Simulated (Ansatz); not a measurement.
Ideal-gas functions of `O[Si](Cl)Br` radical at 400 K and 1 bar, from an Ansatz frequency run at PBE0-D4/def2-TZVP.

Molar mass 160.45 g/mol, point group C1 (symmetry number 1), electronic degeneracy 2, moments of inertia 108.759, 342.521, 433.523 u Å². Harmonic wavenumbers (cm⁻¹, unscaled): 134, 138, 239, 275, 421, 537, 795, 923, 3892.

Use S(trans) = R[1.5 ln M + 2.5 ln T − 1.1517]; rotational temperatures θ = 24.2544 K / I; S(rot) = R[ln(√π/σ · √(T³/θAθBθC)) + 1.5]; for each mode x = 1.438777 ν̃/T, S = R[x/(eˣ − 1) − ln(1 − e⁻ˣ)] and H = RT x/(eˣ − 1); 1 cm⁻¹ = 0.0119627 kJ/mol; R = 8.31446 J/(mol·K).

**Question.** By hand: the entropy, in J/(mol·K).

**Answer.** Translation 178.3. Rotation: θ = 0.223, 0.0708, 0.0559 K, giving 121.2. Vibration, mode by mode: 14.46, 14.22, 9.82, 8.74, 5.62, 4.02, 1.94, 1.34, 0.00, in all 60.2. Electronic 5.8. Sum 365.5 J/(mol·K).

**Question.** By hand: H − E and G − E in kJ/mol, counted from the electronic energy.

**Answer.** Zero-point energy ½ × 7354 × 0.0119627 = 44.0; thermal vibration 12.7; translation, rotation and pV give 4 RT = 13.3. H − E = 70.0 kJ/mol, and G − E = 70.0 − 400 × 365.5/1000 = -76.2 kJ/mol.

Vibration gives 16 % of the entropy, 28.7 J/(mol·K) of it from the modes under 150 cm⁻¹: soft modes count most, and the harmonic formula is weakest for them. The sum counts one conformer and one mirror image; others add a mixing term.
